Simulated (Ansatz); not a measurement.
Geometry optimisation, DFT PBE-D3(BJ), scalar-relativistic, plane waves, PAW (Ansatz).

The input (input.yaml):

```yaml
accuracy: low
crystal:
  lattice:
    - [0.0, 5.43, 5.43]
    - [5.43, 0.0, 5.43]
    - [5.43, 5.43, 0.0]
  atoms:
    - { symbol: Si, position: [0.0, 0.0, 0.0] }
    - { symbol: Si, position: [0.125, 0.125, 0.125] }
    - { symbol: Si, position: [0.0, 0.0, 0.5] }
    - { symbol: Si, position: [0.125, 0.125, 0.625] }
    - { symbol: Si, position: [0.0, 0.5, 0.0] }
    - { symbol: Si, position: [0.125, 0.625, 0.125] }
    - { symbol: Si, position: [0.0, 0.5, 0.5] }
    - { symbol: Si, position: [0.125, 0.625, 0.625] }
    - { symbol: Si, position: [0.5, 0.0, 0.0] }
    - { symbol: Si, position: [0.625, 0.125, 0.125] }
    - { symbol: Si, position: [0.5, 0.0, 0.5] }
    - { symbol: Si, position: [0.625, 0.125, 0.625] }
    - { symbol: Si, position: [0.5, 0.5, 0.0] }
    - { symbol: Si, position: [0.625, 0.625, 0.125] }
    - { symbol: Si, position: [0.5, 0.5, 0.5] }
    - { symbol: Si, position: [0.625, 0.625, 0.625] }
    - { symbol: "N", position: [0.8001647, 0.3178908, 0.3168994], spin: 1.0 }
magnetization:
  spin_polarized: true
basis:
  ecutwfc: 420.0
kpoints:
  mp_grid: { grid: [2, 2, 2] }
hamiltonian:
  xc: pbe
  dispersion: d3bj
  pseudopotentials: { kind: paw, azcp: { folder: soft_1 } }
scf:
  occupations: { method: fermi_dirac, width: 0.05 }
  lower_state_search: "off"
relax:
  f_tol: 0.08
  max_steps: 25
  adjacent_minimum: "off"
```

Command:

```bash
$ ansatz run input.yaml --threads 1 --pin off --max-ram 3072MiB --backend cpu --events-out ev --progress --plain --runs-dir out
```

Q: Where does it end, and by what steps?

A: The run converged. The threshold is loose, so the end isn't yet a minimum. Limits of this set-up: coarse k mesh, low accuracy level. After 16 steps the energy has fallen by 1.452 eV; N17 moved furthest, 1.06 Å. Parted: Si12–Si15 (2.35 → 3.02 Å).

| step | energy less start (eV) | largest force component (eV/Å) | accepted |
| --- | --- | --- | --- |
| 0 | 0.0000 | 0.501 | yes |
| 1 | -0.0848 | 0.450 | yes |
| 2 | -0.1929 | 0.826 | yes |
| 3 | -0.4179 | 1.488 | yes |
| 4 | -0.8118 | 1.829 | yes |
| 5 | -1.1257 | 0.781 | yes |
| 6 | -1.2614 | 0.650 | yes |
| 7 | -1.3246 | 0.390 | yes |
| 8 | -1.3436 | 0.162 | yes |
| 9 | -1.3360 | 0.450 | no |
| 10 | -1.3635 | 0.182 | yes |
| 11 | -1.3830 | 0.266 | yes |
| 12 | -1.4103 | 0.489 | yes |
| 13 | -1.4318 | 0.502 | yes |
| 14 | -1.4403 | 0.238 | yes |
| 15 | -1.4507 | 0.100 | yes |
| 16 | -1.4522 | 0.064 | yes |

```xyz
17
Lattice="0.0000 5.4300 5.4300 5.4300 0.0000 5.4300 5.4300 5.4300 0.0000" Properties=species:S:1:pos:R:3
Si -0.086 0.035 0.025
Si 1.123 1.494 1.421
Si 2.498 2.804 0.040
Si 4.005 4.059 1.345
Si 2.533 0.129 2.720
Si 4.011 1.368 4.051
Si 5.368 2.597 2.583
Si 6.730 3.994 3.873
Si -0.266 2.811 2.796
Si 1.233 4.089 4.070
Si 2.752 5.382 2.835
Si 3.855 6.759 4.308
Si 2.707 2.806 5.372
Si 3.869 4.330 6.700
Si 5.991 5.133 5.696
Si 7.043 6.822 6.864
N 4.380 5.756 5.671
```

Time of the run: 3.8 min on 1 thread of Arm Neoverse V2, with other jobs on the host, peak memory 0.66 GiB.
